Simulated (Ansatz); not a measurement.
Conformers of `O[SiH](O)/C=[CH]\[GeH3]`, each relaxed with PBE0-D4/def2-TZVP in Ansatz. CBS adds the triple-zeta coupled-cluster correction to the MP2 limit.

Outer-core shells of Ge are correlated without core-valence functions. Scalar relativity is left out up to krypton. Spin–orbit coupling is left out.

Not all of them had a frequency check.

Conformer A:

```xyz
14

O    -0.370   -1.246   -2.613
Si    0.348   -0.232   -1.539
O    -0.593    1.053   -1.131
C     0.701   -1.097    0.060
C     0.439   -0.670    1.298
Ge   -0.374    1.011    1.886
H    -1.150   -1.718   -2.316
H     1.570    0.211   -2.252
H    -0.722    1.748   -1.777
H     1.179   -2.075   -0.037
H     0.714   -1.324    2.127
H    -0.242    1.017    3.423
H    -1.866    1.085    1.537
H     0.366    2.238    1.335
```

Conformer B:

Cartesian coordinates in Å:
```
O -1.647 -0.570 -0.050
Si -1.059 0.904 -0.489
O -1.659 1.413 -1.927
C 0.764 0.772 -0.771
C 1.591 -0.080 -0.162
Ge 1.155 -1.400 1.210
H -2.180 -0.611 0.744
H -1.429 1.865 0.589
H -2.600 1.577 -1.994
H 1.189 1.452 -1.510
H 2.647 -0.055 -0.432
H 0.602 -2.697 0.605
H 0.157 -0.842 2.239
H 2.468 -1.727 1.948
```

Question: Which is lowest in electronic energy at CCSD(T)/CBS (frozen core, def2 sets), and by how much? (An estimate is asked.)

Answer: Ansatz gave: A; B lies 3.3 kJ/mol higher.

Question: Give the energies relative to A (kJ/mol) with B3LYP-D4/def2-TZVPP, PBE/def2-TZVPP, r2SCAN/def2-TZVPP, PBE0/def2-TZVPP, B3LYP/def2-TZVPP, MP2/def2-TZVPP, CCSD/CBS(def2). (Best estimate.)

Answer: Computed: 
```json
{"level": "B3LYP-D4/def2-TZVPP", "B": "3.7"}
{"level": "PBE/def2-TZVPP", "B": "3.3"}
{"level": "r2SCAN/def2-TZVPP", "B": "2.8"}
{"level": "PBE0/def2-TZVPP", "B": "3.4"}
{"level": "B3LYP/def2-TZVPP", "B": "4.0"}
{"level": "MP2/def2-TZVPP", "B": "3.8"}
{"level": "CCSD/CBS(def2)", "B": "3.3"}
```

B3LYP here is the variant with VWN-RPA as its local correlation; programs differ in this.
